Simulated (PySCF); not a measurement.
2-methylbut-2-ene (C5H10), SMILES C(C)(=CC)C. Atoms are numbered in the order given.

```xyz
15

C     -0.0788     2.1101     0.0000
C     -0.6770     0.7347     0.0000
C     -0.0422    -0.4507     0.0000
C      1.4548    -0.6206     0.0000
C     -0.8163    -1.7446     0.0000
H     -0.4101     2.6845     0.8833
H      1.0201     2.1043     0.0000
H     -0.4101     2.6845    -0.8833
H     -1.7743     0.7095     0.0000
H      1.7796    -1.1985     0.8835
H      1.7796    -1.1985    -0.8835
H      2.0020     0.3311     0.0000
H     -1.9032    -1.5755     0.0000
H     -0.5637    -2.3575     0.8839
H     -0.5637    -2.3575    -0.8839
```
Charge 0, spin multiplicity 1.

Geometry optimised at B3LYP-D3(BJ)/def2-SVP.

Two levels are set side by side: PBE/pcSseg-1 (PySCF) and PBE0/pcSseg-1 (PySCF). GIAO shifts against TMS (¹H), TMS (¹³C) at the same level; non-relativistic, no solvent, atoms listed together averaged. Differences are taken from unrounded values.

| quantity | PBE0 | PBE | PBE minus PBE0 |
|---|---|---|---|
| δ(¹³C) of C1 (ppm) | 18.6 | 19.2 | 0.7 |
| δ(¹³C) of C2 (ppm) | 130.3 | 128.7 | -1.6 |
| δ(¹³C) of C3 (ppm) | 141.3 | 140.0 | -1.3 |
| δ(¹H) of H9 (ppm) | 5.70 | 5.69 | 0.00 |

Rough cost on one machine, each run with all the roots and properties that it gave: PBE0 against PBE within a factor of 2.
